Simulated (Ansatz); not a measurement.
Sn(vinyl)I3 (C2H3I3Sn). Total charge 0; singlet. Geometry PBE-D4/def2-SVP.

```xyz
9

Sn    0.5454    0.3818   -1.1177
C     0.1571    0.0337    0.9731
C    -0.9339   -0.6233    1.3928
H     0.9179    0.4335    1.6663
H    -1.6978   -1.0250    0.7049
H    -1.1171   -0.7928    2.4694
I     0.7128   -1.9710   -2.4704
I     2.8820    1.7399   -1.3743
I    -1.4665    1.8232   -2.2441
```

In the def2 sets I, Sn take a core potential, while STO-3G treats all electrons; there is no spin–orbit coupling. B3LYP takes the VWN-RPA correlation. The restricted singlet is unstable towards broken spin symmetry in Hartree–Fock (as tested in another run); at HF/STO-3G this wasn't settled.

Task: Estimate the orbital energies around the gap (eV) in Ansatz with HF/STO-3G, PBE-D4/def2-SVP, B3LYP-D4/def2-TZVP, PBE0-D4/def2-SVP, PBE0-D4/def2-TZVP.

Result: 
| orbital | HF/STO-3G | PBE-D4/def2-SVP | B3LYP-D4/def2-TZVP | PBE0-D4/def2-SVP | PBE0-D4/def2-TZVP |
| --- | --- | --- | --- | --- | --- |
| HOMO−13 | -18.60 | -14.65 | -16.40 | -16.67 | -16.80 |
| HOMO−12 | -16.40 | -12.63 | -13.90 | -14.24 | -14.19 |
| HOMO−11 | -14.90 | -11.57 | -12.94 | -13.24 | -13.21 |
| HOMO−10 | -12.76 | -10.51 | -11.81 | -12.09 | -12.06 |
| HOMO−9 | -10.47 | -8.62 | -9.46 | -9.81 | -9.75 |
| HOMO−8 | -10.27 | -8.47 | -9.28 | -9.63 | -9.57 |
| HOMO−7 | -9.79 | -8.16 | -9.13 | -9.43 | -9.38 |
| HOMO−6 | -9.13 | -7.55 | -8.43 | -8.72 | -8.70 |
| HOMO−5 | -8.09 | -6.82 | -7.79 | -8.03 | -8.06 |
| HOMO−4 | -8.06 | -6.81 | -7.76 | -8.00 | -8.03 |
| HOMO−3 | -7.92 | -6.69 | -7.64 | -7.86 | -7.89 |
| HOMO−2 | -7.90 | -6.58 | -7.54 | -7.76 | -7.80 |
| HOMO−1 | -7.86 | -6.51 | -7.47 | -7.70 | -7.74 |
| HOMO | -7.83 | -6.40 | -7.37 | -7.58 | -7.64 |
| LUMO | 4.87 | -3.71 | -3.29 | -3.06 | -3.06 |
| LUMO+1 | 5.77 | -2.47 | -1.89 | -1.65 | -1.71 |
| LUMO+2 | 6.69 | -1.54 | -1.08 | -0.84 | -0.91 |
| LUMO+3 | 8.96 | -0.56 | -0.04 | 0.39 | 0.18 |
| LUMO+4 | 9.88 | -0.28 | 0.12 | 0.47 | 0.28 |
| LUMO+5 | 16.32 | 1.24 | 1.19 | 2.14 | 1.47 |
